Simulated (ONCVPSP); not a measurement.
Pseudopotential generation for Fe: ONCV, PBE, scalar-relativistic.

ONCVPSP 4.0.1 input, shortened (lines: element, Z, core and valence counts, functional; n l f; lmax; l rc ep ncon nbas qcut; lloc lpopt rc5 dvloc0; l nproj debl; icmod fcfact rcfact), PBE, scalar-relativistic:

```
  Fe 26.00    5    2        4      upf
    1    0    2.00
    2    0    2.00
    2    1    6.00
    3    0    2.00
    3    1    6.00
    3    2    6.00
    4    0    1.75
    2
    0    2.40    0.00    4    7    3.10
    1    2.40    0.07    5    9    4.00
    2    1.10    0.00    3    7   13.60
    4    2    0.85    6.00
    0    2    3.90
    1    2    2.20
    2    2    1.70
    3    6.00    1.40
```

In the p channel the program set the typed energies aside and used 0.050, 2.250 Ha.

All-electron outer shells of the reference configuration (PBE, scalar-relativistic, ld1.x):

```json
{"shell": "3p", "level (eV)": "-62.03", "outermost node (bohr)": "0.30", "outermost maximum (bohr)": "0.72"}
{"shell": "3d", "level (eV)": "-9.48", "outermost node (bohr)": "–", "outermost maximum (bohr)": "0.71"}
{"shell": "4s", "level (eV)": "-6.96", "outermost node (bohr)": "1.00", "outermost maximum (bohr)": "2.38"}
```

What the tests gave:

```
Cutoffs needed             : 71 Ha and 80 Ha (the cutoffs (Ha) at which the residual kinetic energy of the hardest occupied pseudo-wave falls to 1 and 0.1 mHa per electron)
Ghost test                 : no bound ghost flagged; GHOST(+) flagged for s at 84.1 eV, p at 98.9 eV
Largest excitation error   : -114 meV (all-electron minus pseudo) for 3d6 4s0, out of 4 test configurations
rms error of d²Exc/dni dnj : 12.13 mHa without and 4.63 mHa with the model core
```

Generation and tests took about 6 s on one core of a shared server CPU.
